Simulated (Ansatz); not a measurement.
Ansatz (a first-principles code) input (B3LYP/LANL2DZ): The .json file is the Basis Set Exchange's LANL2DZ.

Ansatz 0.2 input:
```yaml
crystal:
  periodic: [false, false, false]
  atoms:
    - {symbol: Cs, position_ang: [-0.00000000, -0.00000000, -1.29303616]}
    - {symbol: Br, position_ang: [0.00000000, 0.00000000, 2.03191397]}
basis:
  gaussian:
    orbitals: LANL2DZ.json
hamiltonian:
  xc: {name: B3LYP}
total_charge: -1
magnetization: {spin_polarized: true, initial_magnetization: 1}
relax: {f_tol: 0.003, max_steps: 120}
```

From the last part of the output:

```
WARN ansatz: RAYON_NUM_THREADS=1 ignored (pool sized by the plan → 1); use --threads N
Functional definition: B3LYP
integrals: 0.02 GiB planned
350 factors; integrals over basis functions are off by at most 5.5e-5 eV
mean field: 0.12 GiB planned
mean field evaluation 1: about -896.4340 eV, gradient 1.9e1 eV
mean field evaluation 2: about -898.8308 eV, gradient 1.7e1 eV
mean field evaluation 4: about -902.0852 eV, gradient 2.8e-1 eV
mean field evaluation 8: about -902.1246 eV, gradient 3.7e-2 eV
mean field evaluation 16: about -901.1678 eV, gradient 8.4e-1 eV
mean field evaluation 32: about -901.2091 eV, gradient 5.1e-4 eV
mean field -902.12463162 eV, -33.1524687298 hartree, gradient 6.0e-6 eV, S^2 0.750155; 6 other end points of the search recorded, 0 dependent functions left out
the calculation of the forces begins
reference -902.12483280 eV, -33.1524761234 hartree; 9, 8 occupied and 11, 12 virtual orbitals, 350 factors
relax step   1: F+E_penalty+E_count = -902.12463162 eV  Δ(F+E_penalty+E_count) = +0.000e0 eV  max|allowed force component| = 5.819e-1 eV/Å  Δτ_max = 0.0000 Å  (95 SCF iters, accepted)
these checks for a lower state are left out or cut short: starts, cluster_reference, orbital_swaps, neighbouring_geometries, increment
integrals: 0.02 GiB planned
350 factors; integrals over basis functions are off by at most 5.4e-5 eV
mean field: 0.12 GiB planned
mean field -902.16258554 eV, -33.1538635110 hartree, gradient 4.2e-5 eV, S^2 0.750157; 0 other end points of the search recorded, 0 dependent functions left out
the calculation of the forces begins
reference -902.16278798 eV, -33.1538709503 hartree; 9, 8 occupied and 11, 12 virtual orbitals, 350 factors
relax step   2: F+E_penalty+E_count = -902.16258554 eV  Δ(F+E_penalty+E_count) = -3.795e-2 eV  max|allowed force component| = 3.221e-1 eV/Å  Δτ_max = 0.0426 Å  (25 SCF iters, accepted)
these checks for a lower state are left out or cut short: starts, cluster_reference, orbital_swaps, neighbouring_geometries, increment
integrals: 0.02 GiB planned
350 factors; integrals over basis functions are off by at most 5.3e-5 eV
mean field: 0.12 GiB planned
mean field evaluation 64: about -902.1835 eV, gradient 4.0e-5 eV
mean field -902.18353420 eV, -33.1546333598 hartree, gradient 4.0e-5 eV, S^2 0.750159; 0 other end points of the search recorded, 0 dependent functions left out
the calculation of the forces begins
reference -902.18373805 eV, -33.1546408513 hartree; 9, 8 occupied and 11, 12 virtual orbitals, 350 factors
relax step   3: F+E_penalty+E_count = -902.18353420 eV  Δ(F+E_penalty+E_count) = -2.095e-2 eV  max|allowed force component| = 8.905e-2 eV/Å  Δτ_max = 0.0528 Å  (26 SCF iters, accepted)
these checks for a lower state are left out or cut short: starts, cluster_reference, orbital_swaps, neighbouring_geometries, increment
integrals: 0.02 GiB planned
350 factors; integrals over basis functions are off by at most 5.2e-5 eV
mean field: 0.12 GiB planned
mean field -902.18574949 eV, -33.1547147704 hartree, gradient 4.1e-5 eV, S^2 0.750160; 0 other end points of the search recorded, 0 dependent functions left out
the calculation of the forces begins
reference -902.18595420 eV, -33.1547222931 hartree; 9, 8 occupied and 11, 12 virtual orbitals, 350 factors
relax step   4: F+E_penalty+E_count = -902.18574949 eV  Δ(F+E_penalty+E_count) = -2.215e-3 eV  max|allowed force component| = 1.672e-2 eV/Å  Δτ_max = 0.0325 Å  (25 SCF iters, accepted)
these checks for a lower state are left out or cut short: starts, cluster_reference, orbital_swaps, neighbouring_geometries, increment
integrals: 0.02 GiB planned
350 factors; integrals over basis functions are off by at most 5.2e-5 eV
mean field: 0.12 GiB planned
mean field -902.18584474 eV, -33.1547182705 hartree, gradient 8.5e-6 eV, S^2 0.750160; 0 other end points of the search recorded, 0 dependent functions left out
the calculation of the forces begins
reference -902.18604929 eV, -33.1547257877 hartree; 9, 8 occupied and 11, 12 virtual orbitals, 350 factors
relax step   5: F+E_penalty+E_count = -902.18584474 eV  Δ(F+E_penalty+E_count) = -9.524e-5 eV  max|allowed force component| = 4.793e-5 eV/Å  Δτ_max = 0.0057 Å  (22 SCF iters, accepted)
integrals: 0.02 GiB planned
350 factors; integrals over basis functions are off by at most 5.2e-5 eV
mean field: 0.12 GiB planned
mean field evaluation 96: about -901.1674 eV, gradient 8.5e-1 eV
mean field -902.18584474 eV, -33.1547182705 hartree, gradient 8.5e-6 eV, S^2 0.750160; 6 other end points of the search recorded, 0 dependent functions left out
the calculation of the forces begins
reference -902.18604929 eV, -33.1547257877 hartree; 9, 8 occupied and 11, 12 virtual orbitals, 350 factors
Total energy: -902.18604929 eV, -33.1547257877 hartree
Atom 0 at     0.000000    -0.000000    -1.415165 Å, force    -0.000000     0.000000    -0.000048 eV/Å
Atom 1 at    -0.000000     0.000000     2.154042 Å, force     0.000000    -0.000000     0.000048 eV/Å
Dipole moment:     0.000000    -0.000000    -0.239278 e Å
```

The dipole moment of an ion depends on the origin.
